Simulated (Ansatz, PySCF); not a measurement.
Breaking a bond: SiH (cation, charge +1), singlet.

Methods: UHF/def2-TZVP (Ansatz, a quantum-chemistry and plane-wave program); RHF/def2-TZVP (Ansatz); UKS-PBE = Ansatz with unrestricted PBE/def2-TZVP; RKS-PBE = Ansatz with restricted PBE/def2-TZVP; UKS-BLYP = unrestricted BLYP/def2-TZVP (Ansatz); RKS-BLYP = restricted BLYP/def2-TZVP (Ansatz); UKS-B3LYP/6-31G* = unrestricted B3LYP/6-31G*, spherical d (PySCF 2.14.0); RKS-B3LYP/6-31G* = restricted B3LYP/6-31G*, spherical d (PySCF); UKS-B3LYP/LANL2DZ = unrestricted B3LYP/LANL2DZ, with its core potentials past Ne run with PySCF 2.14.0; RKS-B3LYP/LANL2DZ = restricted B3LYP/LANL2DZ, with its core potentials past Ne run with PySCF; UKS-B3LYP/6-311+G** = unrestricted B3LYP/6-311+G**, spherical d in PySCF; RKS-B3LYP/6-311+G** = restricted B3LYP/6-311+G**, spherical d in PySCF.

Scanned distances (Å): 1.22, 1.31, 1.36, 1.42, 1.45, 1.52, 1.56, 1.63, 1.64, 1.76, 1.86, 2.04, 2.28, 2.51, 2.72, 3.02, 3.34, 3.77, 4.17, 4.62, 5.44, 6.10.

Q: Where does the unrestricted solution first break spin symmetry (<S²> of 0.01 or more)?

A: UHF: already at 1.22 Å; UKS-PBE: between 2.51 and 2.72 Å; UKS-BLYP: between 2.28 and 2.51 Å; UKS-B3LYP/6-31G*: between 2.28 and 2.51 Å; UKS-B3LYP/LANL2DZ: between 2.28 and 2.51 Å; UKS-B3LYP/6-311+G**: between 2.28 and 2.51 Å.

| R / Å | <S²> UHF | E(RHF) − E(UHF) / kJ/mol | <S²> UKS-PBE | E(RKS-PBE) − E(UKS-PBE) / kJ/mol | <S²> UKS-BLYP | E(RKS-BLYP) − E(UKS-BLYP) / kJ/mol | <S²> UKS-B3LYP/6-31G* | E(RKS-B3LYP/6-31G*) − E(UKS-B3LYP/6-31G*) / kJ/mol | <S²> UKS-B3LYP/LANL2DZ | E(RKS-B3LYP/LANL2DZ) − E(UKS-B3LYP/LANL2DZ) / kJ/mol | <S²> UKS-B3LYP/6-311+G** | E(RKS-B3LYP/6-311+G**) − E(UKS-B3LYP/6-311+G**) / kJ/mol |
|---|---|---|---|---|---|---|---|---|---|---|---|---|
| 1.22 | 0.15 | 1.4 | 0.00 | 0.0 | 0.00 | 0.0 | 0.00 | 0.0 | 0.00 | 0.0 | 0.00 | 0.0 |
| 1.31 | 0.13 | 0.9 | 0.00 | 0.0 | 0.00 | 0.0 | 0.00 | 0.0 | 0.00 | 0.0 | 0.00 | 0.0 |
| 1.36 | 0.11 | 0.7 | 0.00 | 0.0 | 0.00 | 0.0 | 0.00 | 0.0 | 0.00 | 0.0 | 0.00 | 0.0 |
| 1.42 | 0.09 | 0.5 | 0.00 | 0.0 | 0.00 | 0.0 | 0.00 | 0.0 | 0.00 | 0.0 | 0.00 | 0.0 |
| 1.45 | 0.09 | 0.4 | 0.00 | 0.0 | 0.00 | 0.0 | 0.00 | 0.0 | 0.00 | 0.0 | 0.00 | 0.0 |
| 1.52 | 0.07 | 0.3 | 0.00 | 0.0 | 0.00 | 0.0 | 0.00 | 0.0 | 0.00 | 0.0 | 0.00 | 0.0 |
| 1.56 | 0.06 | 0.2 | 0.00 | 0.0 | 0.00 | 0.0 | 0.00 | 0.0 | 0.00 | 0.0 | 0.00 | 0.0 |
| 1.63 | 0.04 | 0.1 | 0.00 | 0.0 | 0.00 | 0.0 | 0.00 | 0.0 | 0.00 | 0.0 | 0.00 | 0.0 |
| 1.64 | 0.04 | 0.1 | 0.00 | 0.0 | 0.00 | 0.0 | 0.00 | 0.0 | 0.00 | 0.0 | 0.00 | 0.0 |
| 1.76 | 0.02 | 0.0 | 0.00 | 0.0 | 0.00 | 0.0 | 0.00 | 0.0 | 0.00 | 0.0 | 0.00 | 0.0 |
| 1.86 | 0.01 | 0.0 | 0.00 | 0.0 | 0.00 | 0.0 | 0.00 | 0.0 | 0.00 | 0.0 | 0.00 | 0.0 |
| 2.04 | 0.08 | 0.5 | 0.00 | 0.0 | 0.00 | 0.0 | 0.00 | 0.0 | 0.00 | 0.0 | 0.00 | 0.0 |
| 2.28 | 0.56 | 33.2 | 0.00 | 0.0 | 0.00 | 0.0 | 0.00 | 0.0 | 0.00 | 0.0 | 0.00 | 0.0 |
| 2.51 | 0.78 | 88.0 | 0.00 | 0.0 | 0.05 | 0.2 | 0.26 | 4.6 | 0.29 | 6.2 | 0.26 | 4.4 |
| 2.72 | 0.88 | 142.2 | 0.46 | 7.9 | 0.35 | 7.2 | 0.54 | 21.5 | 0.56 | 24.1 | 0.54 | 21.1 |
| 3.02 | 0.95 | 214.7 | 0.83 | 35.7 | 0.71 | 28.3 | 0.78 | 54.5 | 0.78 | 57.0 | 0.78 | 53.8 |
| 3.34 | 0.99 | 280.3 | 1.01 | 67.6 | 0.91 | 54.4 | 0.91 | 88.9 | 0.94 | 90.4 | 0.90 | 87.7 |
| 3.77 | 1.02 | 348.4 | 1.00 | 98.9 | 1.00 | 82.7 | 0.99 | 125.0 | 1.00 | 124.3 | 0.98 | 123.4 |
| 4.17 | 1.02 | 394.1 | 1.00 | 116.3 | 1.00 | 99.4 | 1.00 | 147.4 | 1.00 | 144.5 | 1.00 | 145.6 |
| 4.62 | 1.02 | 430.2 | 1.00 | 127.3 | 1.00 | 110.2 | 1.00 | 162.7 | 1.00 | 158.0 | 1.00 | 161.1 |
| 5.44 | 1.02 | 468.8 | 1.00 | 135.4 | 1.00 | 118.5 | 1.00 | 174.9 | 1.00 | 168.8 | 1.00 | 173.8 |
| 6.10 | 1.02 | 485.3 | 1.01 | 137.4 | 1.00 | 120.6 | 1.00 | 177.9 | 1.00 | 171.5 | 1.00 | 177.1 |
